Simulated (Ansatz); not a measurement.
The cluster Au₁₀O₅. The state is a singlet with charge 0. Geometry PBE-D4/def2-SVP; atoms count from 1.

```xyz
15

Au   -5.0993    0.8220    0.0814
Au   -0.4124   -2.3131    1.0229
Au    4.7059   -0.2646    0.8869
Au    2.4130    0.0388   -1.4303
Au    2.4495   -2.4292    0.0956
Au    0.5659   -5.0230   -0.4562
Au   -2.2179    2.1545    0.6471
Au   -2.5286   -1.0372    1.5739
Au    0.1137    2.3378   -1.0868
Au   -1.8329    5.0147   -0.8684
O     1.1437    1.2268   -2.2850
O     1.1890   -3.7314    0.9782
O    -3.5193    0.8146    1.3544
O    -0.8480    3.5929    0.1983
O     3.8778   -1.2036   -0.7118
```

In the def2 sets Au takes a core potential; there is no spin–orbit coupling. Single mean-field runs in def2-TZVP are fitted with def2-universal-jkfit. The restricted singlet is unstable towards broken spin symmetry at other levels; at PBE0-D4/def2-TZVP this wasn't settled. Another isomer (singlet) lies 0.53 eV lower at PBE0-D4/def2-TZVP; other spin states weren't run for this one.

Estimate the Mulliken populations from the PBE0/def2-TZVP orbitals of Ansatz.


| atom | charge (e) | d electrons |
| --- | --- | --- |
| Au1 | 0.44 | 9.74 |
| Au2 | -0.06 | 9.69 |
| Au3 | 0.50 | 9.74 |
| Au4 | 0.35 | 9.36 |
| Au5 | 0.26 | 9.44 |
| Au6 | 0.48 | 9.74 |
| Au7 | 0.23 | 9.43 |
| Au8 | 0.35 | 9.64 |
| Au9 | 0.39 | 9.37 |
| Au10 | 0.50 | 9.74 |
| O11 | -0.58 | – |
| O12 | -0.71 | – |
| O13 | -0.75 | – |
| O14 | -0.69 | – |
| O15 | -0.70 | – |
Mulliken values depend strongly on the basis.

And the Mayer bond orders between heavy atoms (over 0.3)?

Au1–O13 0.70 (2.03 Å); Au2–Au8 0.77 (2.53 Å); Au2–O12 0.43 (2.14 Å); Au3–O15 0.72 (2.03 Å); Au4–O11 0.76 (1.94 Å); Au4–O15 0.51 (2.05 Å); Au5–O12 0.62 (2.02 Å); Au5–O15 0.57 (2.05 Å); Au6–O12 0.71 (2.03 Å); Au7–O13 0.64 (2.00 Å); Au7–O14 0.59 (2.04 Å); Au8–O13 0.34 (2.11 Å); Au9–O11 0.81 (1.93 Å); Au9–O14 0.54 (2.04 Å); Au10–O14 0.70 (2.03 Å).
